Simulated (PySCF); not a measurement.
**Exact simulation of a proton spin system**

Molecule: `CB(C)OC(C)C`, C5H13BO.

Geometry:
```csv
atom,x (Å),y (Å),z (Å)
B1,0.354,1.053,-0.673
C2,1.894,0.687,-0.605
H3,2.081,-0.345,-0.950
H4,2.272,0.738,0.431
H5,2.512,1.361,-1.216
C6,-0.170,2.284,-1.503
H7,0.296,3.215,-1.135
H8,-1.262,2.399,-1.466
H9,0.143,2.195,-2.558
O10,-0.587,0.325,-0.016
C11,-0.328,-0.831,0.764
C12,-0.582,-2.068,-0.078
C13,-1.214,-0.769,1.993
H14,0.728,-0.830,1.085
H15,-1.631,-2.092,-0.413
H16,-0.380,-2.983,0.499
H17,0.062,-2.075,-0.970
H18,-1.003,0.138,2.577
H19,-2.273,-0.745,1.697
H20,-1.051,-1.645,2.638
```

Gas phase, single conformer, non-relativistic Hamiltonian, equivalent nuclei averaged. J: B3LYP/pcJ-1 (spin–dipole term only in couplings to heteroatoms); B3LYP/pcSseg-1 with gauge-including orbitals; geometry: PBE0-D3(BJ)/def2-SVP; PySCF 2.14.0 with density-fitted response routines.

Referencing at the same level of theory: ¹H (σref 31.38) vs TMS.

Shifts (ppm): H14 4.04, H15/H16/H17/H18/H19/H20 1.20.
Couplings (Hz): H14–H15, H14–H16, H14–H17, H14–H18, H14–H19, H14–H20: 6.8; H15–H16, H15–H17, H16–H17, H18–H19, H18–H20, H19–H20: -13.7; H15–H18, H15–H19, H15–H20, H16–H18, H16–H19, H16–H20 …: 0.4.

The 7-spin Hamiltonian (Zeeman plus full scalar coupling among like nuclei) was diagonalised exactly; lines are Lorentzian, 1.0 Hz wide, and the maxima above 3 % are listed with the tallest set to 100.

(1) Give the ¹H peak list of this spin system at 80 MHz.

(2) And at 500 MHz?

(3) Among coupled protons with different shifts, which pair is furthest from first order, and how does the field change that?

## Answers

(1) 
| Hz | ppm | height |
| --- | --- | --- |
| 330.2 | 4.128 | 6 |
| 323.4 | 4.043 | 9 |
| 316.6 | 3.958 | 7 |
| 309.9 | 3.873 | 3 |
| 99.4 | 1.242 | 100 |
| 92.6 | 1.157 | 94 |

(2) 
```
    Hz    ppm  height
2033.7  4.067       3
2026.9  4.054       8
2020.1  4.040      10
2013.2  4.027       8
2006.5  4.013       3
 603.4  1.207     100
 596.6  1.193      99
```

(3) H14 and H15: Δν/J is about 33.4 at 80 MHz (close to first order) and 208.8 at 500 MHz (close to first order). J in Hz doesn't depend on the field, while Δν in Hz grows in proportion to it.

Unscaled 3J(H,H) at this level run about 10 % above measured values.
